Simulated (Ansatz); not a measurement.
Consider the redistribution: `[GeH3][GeH3]` + `O[SiH2]S[SiH2][SiH3]` → `O[SiH2][S][GeH3]` + `[SiH3][SiH2][GeH3]`.

Gas-phase electronic energies from Ansatz, PBE0-D4/def2-TZVP geometries. CCSD(T)/CBS adds triple-zeta CCSD(T) − MP2 to the extrapolated MP2 energy (def2 sets, frozen cores). For Ge outer-core shells are correlated without core-valence functions, which leaves a few kJ/mol of doubt a bond. Scalar relativity is left out up to krypton. Each species was taken in one conformer, which may not be the lowest.

`[GeH3][GeH3]`:

Z-matrix (Å, degrees):
```
Ge
Ge 1 2.420
H 1 1.537 2 110.3
H 1 1.537 2 110.4 3 120.0
H 1 1.537 2 110.3 3 -120.0
H 2 1.537 1 110.4 3 -179.4
H 2 1.537 1 110.3 3 -59.4
H 2 1.537 1 110.3 3 60.6
```

`O[SiH2]S[SiH2][SiH3]`:

Z-matrix (Å, degrees):
```
Si
S 1 2.136
O 1 1.639 2 113.4
H 1 1.487 2 107.5 3 -123.0
H 1 1.477 2 107.4 3 116.4
Si 2 2.146 1 96.9 3 87.9
H 3 0.959 1 118.0 2 -57.6
Si 6 2.338 2 110.8 1 85.0
H 6 1.486 2 106.7 1 -154.2
H 6 1.492 2 109.4 1 -37.7
H 8 1.486 6 109.9 2 -58.4
H 8 1.487 6 108.9 2 61.1
H 8 1.489 6 110.7 2 -178.9
```

`O[SiH2][S][GeH3]`:

Cartesian coordinates in Å:
```
O -0.688 -1.663 1.624
Si -1.003 -1.105 0.113
S 0.750 -0.836 -1.070
Ge 1.064 1.334 -0.677
H -0.021 -1.206 2.139
H -1.712 0.203 0.165
H -1.837 -2.146 -0.522
H 2.468 1.657 -1.201
H -0.002 2.161 -1.407
H 0.983 1.600 0.837
```

`[SiH3][SiH2][GeH3]`:

```xyz
11

Si   -1.898    0.465   -0.247
Si    0.160    0.461    0.860
Ge    1.763   -0.792   -0.375
H    -2.917    1.244    0.507
H    -2.385   -0.932   -0.405
H    -1.739    1.067   -1.598
H     0.005   -0.139    2.215
H     0.649    1.859    1.024
H     1.949   -0.182   -1.774
H     1.285   -2.244   -0.543
H     3.127   -0.807    0.335
```

| species | HF/def2-TZVPP energy (Eh) |
| --- | --- |
| `[GeH3][GeH3]` | -4154.21930 |
| `O[SiH2]S[SiH2][SiH3]` | -1344.03147 |
| `O[SiH2][S][GeH3]` | -2840.34401 |
| `[SiH3][SiH2][GeH3]` | -2657.90035 |

Problem. Work out ΔE.

Solution. ΔE = (-2840.34401) + (-2657.90035) − (-4154.21930) − (-1344.03147) = 0.00641 Eh = +16.8 kJ/mol. CCSD(T)/CBS gives +21.6 kJ/mol.

Largest T1 diagnostic among the species: 0.013.
